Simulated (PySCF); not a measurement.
Species: C₇H₁₂O₂S.
Z-matrix (Å and degrees, PBE0-D3(BJ)/def2-SVP geometry), rows numbered from 1:
```
C 
S   1  1.7824
O   2  1.4631  1  107.31
O   2  1.4629  1  107.75  3   129.76
C   2  1.7776  1  103.06  3  -115.31
C   5  1.3365  2  120.47  1  -178.48
C   6  1.4860  5  125.57  2     1.45
C   7  1.5420  6  120.16  5  -158.72
C   8  1.5400  7   88.51  6  -140.80
C   9  1.5392  8   88.38  7    20.01
H   1  1.0972  2  109.66  3   176.96
H   1  1.0972  2  109.48  3    53.44
H   1  1.0980  2  104.60  3   -64.72
H   5  1.0932  2  116.15  1     0.16
H   6  1.0977  5  117.36  2   178.23
H   7  1.1003  6  109.95  5   -29.15
H   8  1.1001  7  117.58  6    97.23
H   8  1.1026  7  110.90  6   -28.47
H   9  1.0998  8  117.93  7   141.15
H   9  1.1006  8  111.48  7   -92.41
H  10  1.1015  7  111.10  6    30.54
H  10  1.0985  7  115.87  6   -94.30
```

All values: PBE0/pcSseg-1 (PySCF, non-relativistic), on one gas-phase PBE0-D3(BJ)/def2-SVP geometry that isn't relaxed in the solvent. The solvent is an IEF-PCM continuum (Bondi radii, 1.10 Å for H, scaled by 1.2). Only the electrostatic response of the medium enters.

```csv
run,E − E(gas) (kcal/mol),HOMO (eV),HOMO–LUMO gap (eV),dipole (D)
gas,0.00,-7.64,6.70,3.80
P,-11.10,-7.68,6.83,5.27
Q,-4.34,-7.64,6.75,4.30
```

Question: The runs were made in cyclohexane and dimethylsulfoxide. Which run belongs to which solvent?

Answer: P = dimethylsulfoxide, Q = cyclohexane. The dielectric constants are 2.017 (cyclohexane), 46.83 (dimethylsulfoxide), and the energy falls further as ε rises. In this model the ground state sees the solvent through ε alone.

Question: How constant is the ratio of the lowering to (ε − 1)/(2ε + 1)?

Answer: 
```json
{"solvent": "cyclohexane", "(ε − 1)/(2ε + 1)": "0.202", "E − E(gas) (kcal/mol)": "-4.34", "ratio (kcal/mol)": "-21.5", "polarisation term (kcal/mol)": "-4.65"}
{"solvent": "dimethylsulfoxide", "(ε − 1)/(2ε + 1)": "0.484", "E − E(gas) (kcal/mol)": "-11.10", "ratio (kcal/mol)": "-22.9", "polarisation term (kcal/mol)": "-13.39"}
```

The ratio changes by +6.7 % in size from cyclohexane to dimethylsulfoxide. The polarisation term is half the interaction of the solute with the induced surface charges.
